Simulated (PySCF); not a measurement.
CH8FNSi2, SMILES [Si@@H](F)(N)[SiH2]C.

The structure is a stationary point at TPSSh-D3(BJ)/def2-SVP. The structure was generated by enumeration; whether it is a known compound was not checked. One conformer was computed; it need not be the lowest.

Two levels are set side by side: PBE/def2-TZVP (PySCF) and CAM-B3LYP/def2-TZVP (PySCF). Same geometry, gas phase. Differences are taken from unrounded values.

```csv
quantity,PBE
orbital gap (eV),5.68
highest occupied level (eV),-6.53
lowest empty level (eV),-0.85
dipole moment (D),2.33
mean polarisability (bohr³),76.5
```

Problem. These are the PBE values. What does CAM-B3LYP give? (An estimate is asked for; the answer gives what the named calculation found.)

Solution. 
```csv
quantity,CAM-B3LYP,PBE minus CAM-B3LYP
orbital gap (eV),10.15,-4.47
highest occupied level (eV),-9.20,2.67
lowest empty level (eV),0.95,-1.79
dipole moment (D),2.29,0.04
mean polarisability (bohr³),72.4,4.2
```

PBE's occupied levels lie high since its potential decays too fast outside the molecule; exact exchange lowers them and widens the gap. PBE's more diffuse valence density responds more strongly to a field. Differences between two approximate levels are no errors against the true value.

Rough cost on one machine, each run with all the roots and properties that it gave: CAM-B3LYP against PBE within a factor of 2.
